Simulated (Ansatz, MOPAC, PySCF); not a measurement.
Species: C$_{3}$HO, charge -1, multiplicity 1. SMILES: [C-]#CC=O
Structure (B3LYP-D3(BJ)/def2-TZVP (Ansatz, a first-principles code) minimum search):
```xyz
5

C      1.5874     1.0025     0.7486
C      0.6000     0.3471     0.3607
C     -0.5172    -0.4525     0.0631
O     -1.1452    -0.5372    -0.9940
H     -0.8598    -1.0855     0.9176
```
Charge -1, spin multiplicity 1.

Unscaled harmonic wavenumbers (cm⁻¹) in rising order, each level at the stationary point that it reaches from this structure (no distance between atoms moves by over 0.3 Å); the order of modes can differ between levels, and a negative number is imaginary. B3LYP-D3(BJ)/def2-TZVP (PySCF, at the structure above): 226, 245, 641, 1010, 1012, 1401, 1651, 2055, 2769.

AM1 (MOPAC): 283, 371, 712, 1005, 1171, 1423, 1994, 2256, 2980. Zero-point energy 17.4 against 15.7 kcal/mol; where all levels lie over 400 cm⁻¹, the wavenumbers are on average 1.094 times those of B3LYP-D3(BJ)/def2-TZVP.

PM3 (MOPAC): 272, 351, 678, 981, 1108, 1268, 1920, 2278, 2851. Zero-point energy 16.7 against 15.7 kcal/mol; where all levels lie over 400 cm⁻¹, the wavenumbers are on average 1.047 times those of B3LYP-D3(BJ)/def2-TZVP.

HF/3-21G (Ansatz): 246, 324, 719, 1072, 1163, 1566, 1801, 2229, 3002. Zero-point energy 17.3 against 15.7 kcal/mol; where all levels lie over 400 cm⁻¹, the wavenumbers are on average 1.101 times those of B3LYP-D3(BJ)/def2-TZVP.
